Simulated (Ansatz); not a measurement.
The same hydrogenolysis along the group O, S, Se.

Program: Ansatz. Geometries: PBE0-D4/def2-TZVP. ΔE: electronic, gas phase. CBS: MP2 limit from def2 TZ/QZ plus the TZ coupled-cluster correction, frozen cores. This one scheme is used for every species. DFT in def2-TZVPP. For Ga, Se outer-core shells are correlated without core-valence functions, which leaves a few kJ/mol of doubt a bond. Scalar relativity is left out up to krypton. One conformer a species, not always the lowest.

| reaction | CCSD(T)/CBS(def2) (kJ/mol) |
| --- | --- |
| `[OH][GaH][F]` + H₂ → `[F][GaH2]` + H₂O | 42 |
| `[F][GaH][SH]` + H₂ → `[F][GaH2]` + H₂S | ? |
| `[F][GaH][SeH]` + H₂ → `[F][GaH2]` + H₂Se | 92 |

Fill in the missing values. (An estimate is asked.)

Ansatz gave: `[F][GaH][SH]` + H₂ → `[F][GaH2]` + H₂S: +79.1 kJ/mol.

Largest T1 diagnostic: 0.015, for `[OH][GaH][F]`.
